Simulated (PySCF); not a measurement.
The numbers are results of PBE-D3(BJ)/def2-TZVP // B3LYP-D3(BJ)/def2-SVP in PySCF, not measurements. All species are isolated molecules in the gas phase. One relaxed conformer stands for a flexible species; it need not be the lowest. Excitations are Tamm–Dancoff values on a coarser integration grid. The basis has no diffuse functions, so Rydberg states are missing or too high.

Reference species: [Al(H)3(NH3)] (neutral, multiplicity 1).

```
Property                   Value
----------------------  --------
S1 excitation (TDA)      5.00 eV
S1 oscillator strength     0.002
HOMO                    -6.15 eV
HOMO–LUMO gap            4.96 eV
```

Changed species: [Al(H)3(H2O)] (adduct with H2O; the reference has adduct with NH3).

Task: What does the change do to the S1 excitation (TDA), S1 oscillator strength, HOMO and HOMO–LUMO gap?

Result: the S1 excitation (TDA) falls by 0.30 eV, to 4.70 eV; the S1 oscillator strength hardly moves; the HOMO falls by 0.13 eV, to -6.28 eV; the HOMO–LUMO gap falls by 0.32 eV, to 4.64 eV.
